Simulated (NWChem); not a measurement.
Molecule: GeH$_{3}$O$_{3}$F; SMILES [OH][Ge]([OH])([OH])[F]

```xyz
8

O     -0.9111     1.1211    -1.0167
Ge     0.0076    -0.0112    -0.0065
O     -1.1514    -0.9455     0.9486
O      1.0519    -1.1442    -0.8693
F      1.0603     0.9615     0.9698
H     -0.3701     1.9008    -1.2238
H     -1.9626    -0.4246     1.0704
H      0.6321    -2.0205    -0.8681
```
Atoms are numbered in this order, from 1.

Computed with NWChem. Pople sets run with spherical d functions. Medium grid unless said otherwise, to which SCAN and Minnesota functionals are sensitive. Geometry: optimised at B3LYP/6-31G* (spherical d). Hybrids' shares of exact exchange are those that their runs print; pure functionals count as 0. The functionals differ in more than this share.

```
row            share of exact exchange  highest occupied level (eV)
-------------  -----------------------  ---------------------------
PBE/6-31G*                        0.00                        -7.30
TPSSh/6-31G*                      0.10                        -8.22
B3LYP/6-31G*                      0.20                     withheld
M06/6-31G*                        0.27                        -9.31
PW6B95/6-31G*                     0.28                        -9.37
M05-2X/6-31G*                     0.56                       -11.13
```

Question: Fit a straight line of the last column on the one before it, predict the withheld value, and compare with the run.

Answer: 
1. Means of the 5 shown rows: x = 0.242, y = -9.066. Slope Σ(x − x̄)(y − ȳ)/Σ(x − x̄)² = -1.222/0.1821 = -6.713; intercept -7.441.
2. The shown rows scatter about the line by 0.092 (root mean square); the largest residual is +0.14, at PBE/6-31G*.
3. At x = 0.20 (B3LYP/6-31G*; inside the shown range) the line gives -8.78.
4. The run gives -8.87, -0.09 from the line, 1.0 times the scatter.
